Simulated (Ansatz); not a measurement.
Program: Ansatz. Geometries: PBE0-D4/def2-TZVP. ΔE: electronic, gas phase. CBS: MP2 limit from def2 TZ/QZ plus the TZ coupled-cluster correction, frozen cores. This one scheme is used for every species. def2 core potentials past Kr. For W outer-core shells are correlated without core-valence functions, which leaves a few kJ/mol of doubt a bond. Each species was taken in one conformer, which may not be the lowest.

`[NH2][W](=[O])([OH])=[S]` + HCl → `[O]=[W]([OH])(=[S])[Cl]` + NH₃  (ligand exchange at a W–N bond)

`[NH2][W](=[O])([OH])=[S]`:

Z-matrix (Å, degrees):
```
W
O 1 1.699
O 1 1.885 2 109.8
N 1 1.929 2 106.9 3 120.1
S 1 2.141 2 111.8 3 -121.5
H 3 0.960 1 123.3 2 12.5
H 4 1.009 1 124.2 2 147.4
H 4 1.009 1 122.8 2 -19.7
```

HCl:

Cartesian coordinates in Å:
```
Cl 0.148 0.035 0.621
H -0.148 -0.035 -0.621
```

`[O]=[W]([OH])(=[S])[Cl]`:

Z-matrix (Å, degrees):
```
W
O 1 1.866
S 1 2.126 2 110.0
O 1 1.692 2 108.0 3 118.5
Cl 1 2.258 2 111.6 3 -121.6
H 2 0.961 1 125.0 3 18.0
```

NH₃:

```xyz
4

N     0.121   -0.108    0.231
H    -0.448   -0.793   -0.251
H    -0.482    0.674    0.454
H     0.809    0.227   -0.433
```

| species | SCS-MP2/def2-QZVPP energy (Eh) |
| --- | --- |
| `[NH2][W](=[O])([OH])=[S]` | -671.57466 |
| HCl | -460.33756 |
| `[O]=[W]([OH])(=[S])[Cl]` | -1075.45635 |
| NH₃ | -56.47914 |

**Question.** Work out ΔE.

**Answer.** ΔE = (-1075.45635) + (-56.47914) − (-671.57466) − (-460.33756) = -0.02327 Eh = -61.1 kJ/mol. CCSD(T)/CBS gives -51.4 kJ/mol.

Largest T1 diagnostic among the species: 0.022, so the coupled-cluster value is less sure than usual.

At CCSD(T), def2-SVP lies +7.3 kJ/mol from the extrapolated value and def2-TZVPP +2.2 kJ/mol. In def2-TZVPP, CCSD(T) changes the Hartree–Fock value by −3.2 kJ/mol (the triples alone add −3.8 kJ/mol) and MP2 by −18.3 kJ/mol. Leaving LDA and LC-ωPBE aside and taking each functional with its dispersion term where it has one, the values, not all of them listed here, spread over 13.3 kJ/mol, from B97M-V to CAM-B3LYP-D4. LDA lies +7.9 kJ/mol from PBE without D4.
